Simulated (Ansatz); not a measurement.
One change: `FBO[SiH2][SiH3]` becomes `FBOCS`.

Ansatz, PBE0-D4/def2-TZVP geometries, multiplicity 1. Each molecule was computed in one conformer, which needn't be the lowest.

| property | `FBO[SiH2][SiH3]` |
| --- | --- |
| LUMO energy (PBE/def2-TZVPP) / eV | -1.26 |
| LUMO energy (PBE0/def2-TZVPP) / eV | -0.39 |
| LUMO energy (ωB97M-V/def2-TZVPP) / eV | 1.37 |
| HOMO–LUMO gap (PBE0/def2-TZVPP) / eV | 7.86 |
| HOMO energy (PBE/def2-TZVPP) / eV | -7.06 |
| HOMO energy (B3LYP/def2-TZVPP) / eV | -8.05 |

Q: What does the change do to each property? (Estimate.)

A: Computed: 
| property | `FBOCS` | shift |
| --- | --- | --- |
| LUMO energy (PBE/def2-TZVPP) / eV | -1.07 | 0.19 |
| LUMO energy (PBE0/def2-TZVPP) / eV | -0.06 | 0.33 |
| LUMO energy (ωB97M-V/def2-TZVPP) / eV | 1.85 | 0.48 |
| HOMO–LUMO gap (PBE0/def2-TZVPP) / eV | 7.46 | -0.40 |
| HOMO energy (PBE/def2-TZVPP) / eV | -6.25 | 0.81 |
| HOMO energy (B3LYP/def2-TZVPP) / eV | -7.27 | 0.78 |

With PBE0 the HOMO rises by 0.72 eV and the LUMO rises by 0.33 eV, so the gap narrows by about 0.39 eV. PBE moves the HOMO by 0.81 eV and ωB97M-V by 0.53 eV.

B3LYP here is the variant with VWN-RPA as its local correlation; programs differ in this.
